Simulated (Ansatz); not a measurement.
`[OH][GeH3]` + `N=C=S` → `S=C=[N][GeH3]` + H₂O  (ligand exchange at a Ge–O bond)

Computed with Ansatz on PBE0-D4/def2-TZVP structures; ΔE is electronic, products minus reactants. CCSD(T)/CBS adds triple-zeta CCSD(T) − MP2 to the extrapolated MP2 energy (def2 sets, frozen cores). This one scheme is used for every species. Functionals use def2-TZVPP. B3LYP here is the variant with VWN-RPA as its local correlation; programs differ in this. HSE06 is defined as in plane-wave codes. For Ge outer-core shells are correlated without core-valence functions, which leaves a few kJ/mol of doubt a bond. Scalar relativity is left out up to krypton. One conformer a species, not always the lowest.

```json
{"level": "LDA (SPW92)", "ΔE (kJ/mol)": "-20.9", "difference from CCSD(T)/CBS": "14.4"}
{"level": "revPBE-D4", "ΔE (kJ/mol)": "-24.4", "difference from CCSD(T)/CBS": "10.9"}
{"level": "BLYP-D4", "ΔE (kJ/mol)": "-22.1", "difference from CCSD(T)/CBS": "13.2"}
{"level": "r2SCAN-D4", "ΔE (kJ/mol)": "-23.0", "difference from CCSD(T)/CBS": "12.3"}
{"level": "B97M-V", "ΔE (kJ/mol)": "-22.0", "difference from CCSD(T)/CBS": "13.3"}
{"level": "PBE0-D4", "ΔE (kJ/mol)": "-30.1", "difference from CCSD(T)/CBS": "5.2"}
{"level": "B3LYP-D4", "ΔE (kJ/mol)": "-27.7", "difference from CCSD(T)/CBS": "7.6"}
{"level": "r2SCANh-D4", "ΔE (kJ/mol)": "-25.8", "difference from CCSD(T)/CBS": "9.5"}
{"level": "r2SCAN0-D4", "ΔE (kJ/mol)": "-29.7", "difference from CCSD(T)/CBS": "5.6"}
{"level": "HSE06-D4", "ΔE (kJ/mol)": "-30.2", "difference from CCSD(T)/CBS": "5.1"}
{"level": "BHLYP-D4", "ΔE (kJ/mol)": "-34.7", "difference from CCSD(T)/CBS": "0.6"}
{"level": "CAM-B3LYP-D4", "ΔE (kJ/mol)": "-28.0", "difference from CCSD(T)/CBS": "7.3"}
{"level": "ωB97X-V", "ΔE (kJ/mol)": "-28.1", "difference from CCSD(T)/CBS": "7.2"}
{"level": "ωB97M-V", "ΔE (kJ/mol)": "-28.0", "difference from CCSD(T)/CBS": "7.3"}
{"level": "B2PLYP", "ΔE (kJ/mol)": "-28.0", "difference from CCSD(T)/CBS": "7.3"}
{"level": "PBE-QIDH", "ΔE (kJ/mol)": "-34.6", "difference from CCSD(T)/CBS": "0.7"}
{"level": "PBE", "ΔE (kJ/mol)": "-20.0", "difference from CCSD(T)/CBS": "15.3"}
{"level": "BLYP", "ΔE (kJ/mol)": "-16.9", "difference from CCSD(T)/CBS": "18.4"}
{"level": "PBE0", "ΔE (kJ/mol)": "-27.5", "difference from CCSD(T)/CBS": "7.8"}
{"level": "B3LYP", "ΔE (kJ/mol)": "-23.3", "difference from CCSD(T)/CBS": "12.0"}
{"level": "r2SCANh", "ΔE (kJ/mol)": "-24.8", "difference from CCSD(T)/CBS": "10.5"}
{"level": "r2SCAN0", "ΔE (kJ/mol)": "-28.6", "difference from CCSD(T)/CBS": "6.7"}
{"level": "HSE06", "ΔE (kJ/mol)": "-27.6", "difference from CCSD(T)/CBS": "7.7"}
{"level": "BHLYP", "ΔE (kJ/mol)": "-30.4", "difference from CCSD(T)/CBS": "4.9"}
{"level": "CAM-B3LYP", "ΔE (kJ/mol)": "-25.2", "difference from CCSD(T)/CBS": "10.1"}
{"level": "RPA@PBE/def2-TZVPP", "ΔE (kJ/mol)": "-28.8", "difference from CCSD(T)/CBS": "6.5"}
{"level": "HF/def2-SVP", "ΔE (kJ/mol)": "-42.5", "difference from CCSD(T)/CBS": "-7.2"}
{"level": "CCSD/def2-SVP", "ΔE (kJ/mol)": "-30.9", "difference from CCSD(T)/CBS": "4.4"}
{"level": "CCSD(T)/def2-SVP", "ΔE (kJ/mol)": "-28.8", "difference from CCSD(T)/CBS": "6.5"}
{"level": "HF/def2-TZVPP", "ΔE (kJ/mol)": "-38.8", "difference from CCSD(T)/CBS": "-3.5"}
{"level": "MP2/def2-TZVPP", "ΔE (kJ/mol)": "-37.7", "difference from CCSD(T)/CBS": "-2.4"}
{"level": "SCS-MP2/def2-TZVPP", "ΔE (kJ/mol)": "-35.5", "difference from CCSD(T)/CBS": "-0.2"}
{"level": "CCSD/def2-TZVPP", "ΔE (kJ/mol)": "-35.2", "difference from CCSD(T)/CBS": "0.1"}
{"level": "CCSD(T)/def2-TZVPP", "ΔE (kJ/mol)": "-33.4", "difference from CCSD(T)/CBS": "1.9"}
{"level": "HF/def2-QZVPP", "ΔE (kJ/mol)": "-39.2", "difference from CCSD(T)/CBS": "-3.9"}
{"level": "MP2/def2-QZVPP", "ΔE (kJ/mol)": "-38.9", "difference from CCSD(T)/CBS": "-3.6"}
{"level": "SCS-MP2/def2-QZVPP", "ΔE (kJ/mol)": "-36.7", "difference from CCSD(T)/CBS": "-1.4"}
{"level": "CCSD(T)/def2-QZVPP", "ΔE (kJ/mol)": "-34.1", "difference from CCSD(T)/CBS": "1.2"}
{"level": "HF/CBS(def2)", "ΔE (kJ/mol)": "-39.2", "difference from CCSD(T)/CBS": "-3.9"}
{"level": "MP2/CBS(def2)", "ΔE (kJ/mol)": "-39.6", "difference from CCSD(T)/CBS": "-4.3"}
{"level": "CCSD(T)/CBS", "ΔE (kJ/mol)": "-35.3", "difference from CCSD(T)/CBS": "0"}
```

Largest T1 diagnostic among the species: 0.019.

At CCSD(T), def2-SVP lies +6.5 kJ/mol from the extrapolated value and def2-TZVPP +1.9 kJ/mol. From r2SCAN to r2SCAN0 (25 % exact exchange), in def2-TZVPP and without D4, ΔE moves by −6.4 kJ/mol.
